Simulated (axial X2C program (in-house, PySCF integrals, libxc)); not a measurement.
**Which molecule has these constants?**

Calculated with an in-house relativistic program for diatomic molecules, spin-free (one-electron X2C) or two-component (2c: spin–orbit coupling with atomic mean-field Coulomb and Gaunt terms, which also bring small scalar terms), in Dyall basis sets with cores contracted in-house; open shells are unrestricted.

A two-component PBE0 calculation in a Dyall 3-zeta basis gave Re = 2.265 Å, ωe = 502.6 cm⁻¹, dipole magnitude 6.31 D, Ω = 1/2.

Task: Which molecule is it?
A. YO
B. YSe
C. YS

Result: C. The others have YSe 2.396 Å and 349.0 cm⁻¹ (Ω = 1/2); YO 1.773 Å and 890.8 cm⁻¹ (Ω = 1/2).

Each entry is the lowest single determinant of a limited PBE0 search at one distance. De goes to single-determinant-based atoms at the same level (for ions the charge split of lowest energy) and is withheld (n/a) where an atom does not fit its ground term or J level. Main or longest-lived isotopes. The functionals have no current term, which raises determinants with orbital currents.
